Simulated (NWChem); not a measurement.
System: ZnHBr; SMILES [ZnH][Br]

NWChem input:

```
start job
memory heap 200 mb stack 900 mb global 1100 mb
geometry units angstroms noautosym nocenter noautoz
  Zn     0.000000     0.000000    -1.145806
  H      0.000000     0.000000    -2.675133
  Br     0.000000     0.000000     1.105145
end
basis spherical
  * library def2-svp
end
dft
  xc xcamb88 1.00 lyp 0.81 vwn_5 0.19 hfexch 1.00
  cam 0.33 cam_alpha 0.19 cam_beta 0.46
  iterations 150
end
tddft
  cis
  nroots 6
  notriplet
end
task tddft energy
```

Parts of the log:

```
             Northwest Computational Chemistry Package (NWChem) 7.3.0
             --------------------------------------------------------

                             Geometry "geometry" -> ""
                             -------------------------

 Output coordinates in angstroms (scale by  1.889725989 to convert to a.u.)

  No.       Tag          Charge          X              Y              Z
 ---- ---------------- ---------- -------------- -------------- --------------
    1 Zn                  30.0000     0.00000000     0.00000000    -1.14580600
    2 H                    1.0000     0.00000000     0.00000000    -2.67513300
    3 Br                  35.0000     0.00000000     0.00000000     1.10514500

 Effective nuclear repulsion energy (a.u.)     262.1250692995

                                 NWChem DFT Module
                                 -----------------

 Summary of "ao basis" -> "ao basis" (spherical)
 ------------------------------------------------------------------------------
       Tag                 Description            Shells   Functions and Types
 ---------------- ------------------------------  ------  ---------------------
 Zn                         def2-svp                11       31   5s3p2d1f
 H                          def2-svp                 3        5   2s1p
 Br                         def2-svp                12       32   5s4p3d

            General Information
            -------------------
          SCF calculation type: DFT
          Wavefunction type:  closed shell.
          No. of atoms     :     3
          No. of electrons :    66
           Alpha electrons :    33
            Beta electrons :    33
          Charge           :     0
          Spin multiplicity:     1
          Use of symmetry is: off; symmetry adaption is: off
          Maximum number of iterations: 150
          AO basis - number of functions:    68
                     number of shells:    26
          Convergence on energy requested:  1.00D-06
          Convergence on density requested:  1.00D-05
          Convergence on gradient requested:  5.00D-04

              XC Information
              --------------
                     Hartree-Fock (Exact) Exchange  1.000
                   CAM-Becke88 Exchange Functional  1.000
                      VWN V Correlation Functional  0.190 local
              Lee-Yang-Parr Correlation Functional  0.810

[...]

                                NWChem TDDFT Module
                                -------------------

            General Information
            -------------------
           No. of orbitals :     136
            Alpha orbitals :      68
             Beta orbitals :      68
        Alpha frozen cores :       0
         Beta frozen cores :       0
     Alpha frozen virtuals :       0
      Beta frozen virtuals :       0
         Spin multiplicity :       1
    Number of AO functions :      68
        Use of symmetry is : off
      Symmetry adaption is : off
         Schwarz screening :  0.10D-07

              XC Information
              --------------
              Hartree-Fock (Exact) Exchange   1.00
            CAM-Becke88 Exchange Functional   1.00
               VWN V Correlation Functional   0.19 local
       Lee-Yang-Parr Correlation Functional   0.81
           Alpha           :  0.19
           Beta            :  0.46
           Gamma           :  0.33

             TDDFT Information
             -----------------
          Calculation type : Tamm-Dancoff TDDFT
         Wavefunction type : Restricted singlets
          No. of electrons :      66
           Alpha electrons :      33
            Beta electrons :      33
              No. of roots :       6
          Max subspacesize :    5200
            Max iterations :     100
               Target root :       1
           Target symmetry : none
      Symmetry restriction : off
                 Algorithm : Optimal
        Davidson threshold :  0.10D-03

    6 smallest eigenvalue differences (eV)
--------------------------------------------------------
  No. Spin  Occ  Vir  Irrep   E(Occ)    E(Vir)   E(Diff)
--------------------------------------------------------
    1    1   33   34 a        -0.342     0.022     9.927
    2    1   32   34 a        -0.342     0.022     9.927
    3    1   31   34 a        -0.373     0.022    10.762
    4    1   33   35 a        -0.342     0.071    11.258
    5    1   33   36 a        -0.342     0.071    11.258
    6    1   32   35 a        -0.342     0.071    11.258
--------------------------------------------------------

  Entering Davidson iterations
  Restricted singlet excited states

  Iter   NTrls   NConv    DeltaV     DeltaE      Time
  ----  ------  ------  ---------  ---------  ---------
    1      6       0     0.13E+00   0.10+100        4.7
    2     12       0     0.50E-01   0.26E-01        7.2
    3     18       0     0.41E-01   0.31E-02        8.4
    4     24       0     0.78E-01   0.49E-01        8.0
    5     30       1     0.12E-01   0.36E-02        7.8
    6     35       1     0.15E-02   0.50E-04        7.6
    7     40       3     0.18E-03   0.89E-06        6.2
    8     43       6     0.80E-04   0.25E-07        5.1
  ----  ------  ------  ---------  ---------  ---------
  Convergence criterion met

  Ground state a       -4353.858132327646 a.u.

  ----------------------------------------------------------------------------
  Root   1 singlet a              0.239785860 a.u.                6.5249 eV
  ----------------------------------------------------------------------------
     Transition Moments    X  0.26095   Y  0.26105   Z  0.00000
     Dipole Oscillator Strength                    0.0217792974
     Electric Quadrupole                           0.0000000147
     Magnetic Dipole                               0.0000000739
     Total Oscillator Strength                     0.0217793860

[...]
```

Level: CAM-B3LYP/def2-SVP, TDA. Structure relaxed at the PBE-D3(BJ)/def2-SVP level.
